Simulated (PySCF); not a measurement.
Match the calculated data to a structure.

All candidates are C7H11F.

* 13C NMR: chemical shifts (computed TMS as zero) by class: 179.3 (1 C), 94.9 (1 C), 48.7 (1 C), 33.0 (2 C), 30.0 (2 C) ppm [GIAO PBE0/pcSseg-1]
* Rotational structure: rotational constants A, B, C: 4.122, 1.327, 1.275 GHz [GFN2-xTB]
* Polarisability: 81.7 au [PBE0/def2-SVPD]
* Triplet: lowest triplet excitation (Tamm–Dancoff): 4.48 eV [TDA PBE0/def2-SVPD]
* UV, first state: lowest singlet excitation: 6.83 eV (181 nm, f = 0.025) [TDDFT PBE0/def2-SVPD]
* 1H NMR: chemical shifts (computed TMS as zero) by class: 4.71 (1 H), 4.50 (1 H), 2.54 (1 H), 1.83 (2 H), 1.78 (2 H), 1.77 (2 H), 1.64 (2 H) ppm [GIAO PBE0/pcSseg-1]

Gas-phase values; electronic properties from PySCF, density fitting. Levels stand in brackets. One conformer (not necessarily the lowest) at the GFN2-xTB geometry, without solvent, vibrations or thermal averaging. Each NMR value is the plain mean over a class of atoms that symmetry, rotation or inversion makes alike.

Task: Which candidate is it?
A. `CCC#CCCCF`
B. `C=C1[C@@H](F)[C@H]1C(C)C`
C. `C=C(F)C1CCCC1`

Result: C. It is `C=C(F)C1CCCC1`. Numbering: `[CH2:1]=[C:2]([F:3])[CH:4]1[CH2:5][CH2:6][CH2:7][CH2:8]1`. Its formula, C7H11F, gives 2 degrees of unsaturation: 1 ring and 1 π bond in the structure found. 7 carbons fall into 5 classes; from least to most shielded: vinylic C–F carbon [C2] (179.3 ppm), terminal =CH2 carbon [C1] (94.9 ppm), allylic carbon [C4] (48.7 ppm), ring CH2 carbon [C5/C8] (33.0 ppm, 2 C, up to 6.1 ppm apart in this geometry), ring CH2 carbon [C6/C7] (30.0 ppm, 2 C, up to 3.5 ppm apart in this geometry). Hydrogen classes from least to most shielded: 1 H on a terminal =CH2 carbon, C1 (4.71 ppm), 1 H on a terminal =CH2 carbon, C1 (4.50 ppm), 1 H on an allylic carbon, C4 (2.54 ppm), 2 H on 2 ring CH2 carbons, C5/C8 (1.83 ppm), 2 H on 2 ring CH2 carbons, C6/C7 (1.78 ppm), 2 H on 2 ring CH2 carbons, C5/C8 (1.77 ppm), 2 H on 2 ring CH2 carbons, C6/C7 (1.64 ppm). The optimised geometry has point group C1 and is an asymmetric top.

The others, at the same levels:
- `C=C1[C@@H](F)[C@H]1C(C)C` fails: it has 7 carbon classes against 5; its computed 13C shifts are 144.5 (1 C), 115.1 (1 C), 73.0 (1 C), 34.1 (1 C), 32.2 (1 C), 24.8 (1 C), 24.5 (1 C) ppm, 1H shifts are 6.21 (1 H), 6.03 (1 H), 5.05 (1 H), 1.55 (1 H), 1.20 (1 H), 1.17 (3 H), 1.16 (3 H) ppm and rotational constant A is 2.660 GHz (against 4.122 GHz).
- `CCC#CCCCF` fails: it has 7 carbon classes against 5; its computed 13C shifts are 89.8 (1 C), 86.1 (1 C), 83.8 (1 C), 35.2 (1 C), 17.6 (1 C), 17.2 (1 C), 15.6 (1 C) ppm, 1H shifts are 5.00 (2 H), 2.53 (2 H), 2.32 (2 H), 1.66 (2 H), 1.20 (3 H) ppm and rotational constant A is 3.436 GHz (against 4.122 GHz).

Each candidate is one conformer, not necessarily the lowest. The conformers computed, where there is a choice (atom-mapped SMILES and torsion angles):
- `[CH2:1]=[C:2]1[C@@H:3]([F:4])[C@H:5]1[CH:6]([CH3:7])[CH3:8]`: C3–C5–C6–C7 -83°
- `[CH3:1][CH2:2][C:3]#[C:4][CH2:5][CH2:6][CH2:7][F:8]`: C4–C5–C6–C7 66°, C5–C6–C7–F8 70°

The conformers of `C=C(F)C1CCCC1` aren't listed.
